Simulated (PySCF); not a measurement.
PySCF 2.14 output of an unrestricted PW91 calculation on a single atom or ion in ANO-RCC-VTZP (8s7p5d3f2g1h, 104 functions), with the spin-free X2C one-electron Hamiltonian (Gaussian nucleus):

```
SCF conv_tol = 1e-09
number electrons alpha = 35  beta = 34
    J. P. Perdew. In P. Ziesche and H. Eschrig, editors, Proceedings of the 75. WE-Heraeus-Seminar and 21st Annual International Symposium on Electronic Structure of Solids, 11. Berlin, 1991. Akademie Verlag.
    J. P. Perdew, J. A. Chevary, S. H. Vosko, K. A. Jackson, M. R. Pederson, D. J. Singh, and C. Fiolhais.,  Phys. Rev. B 46, 6671 (1992)
    J. P. Perdew, J. A. Chevary, S. H. Vosko, K. A. Jackson, M. R. Pederson, D. J. Singh, and C. Fiolhais.,  Phys. Rev. B 48, 4978 (1993)
    J. P. Perdew. In P. Ziesche and H. Eschrig, editors, Proceedings of the 75. WE-Heraeus-Seminar and 21st Annual International Symposium on Electronic Structure of Solids, 11. Berlin, 1991. Akademie Verlag.
    J. P. Perdew, J. A. Chevary, S. H. Vosko, K. A. Jackson, M. R. Pederson, D. J. Singh, and C. Fiolhais.,  Phys. Rev. B 46, 6671 (1992)
    J. P. Perdew, J. A. Chevary, S. H. Vosko, K. A. Jackson, M. R. Pederson, D. J. Singh, and C. Fiolhais.,  Phys. Rev. B 48, 4978 (1993)
cycle= 1 E= -14563.792174995  delta_E= 0.011  |g|= 0.88  |ddm|= 0.328
cycle= 2 E= -14563.5249755364  delta_E= 0.267  |g|= 2.05  |ddm|= 0.427
cycle= 3 E= -14563.8560791803  delta_E= -0.331  |g|= 0.0512  |ddm|= 0.281
cycle= 4 E= -14563.8563916954  delta_E= -0.000313  |g|= 0.0101  |ddm|= 0.014
cycle= 5 E= -14563.8564025449  delta_E= -1.08e-05  |g|= 0.00013  |ddm|= 0.00207
cycle= 6 E= -14563.8564025462  delta_E= -1.34e-09  |g|= 2.98e-06  |ddm|= 2.32e-05
cycle= 7 E= -14563.8564025463  delta_E= -3.64e-12  |g|= 6.26e-08  |ddm|= 4.3e-07
converged SCF energy = -14563.8564025463  <S^2> = 0.75012453  2S+1 = 2.0001245
```

The run itself started from symmetry-adapted Hartree-Fock orbitals and held the occupation by maximum overlap, on a logarithmic radial grid, so the iterations belong to that start.

Q: Which element, charge and spin multiplicity is this?

A: Lu(2+) (lutetium, charge +2), multiplicity 2; the state was [Xe] 4f14 6s1, 2S determinant.

Spin-orbit coupling, which splits the p, d and f shells strongly at this Z, is absent.
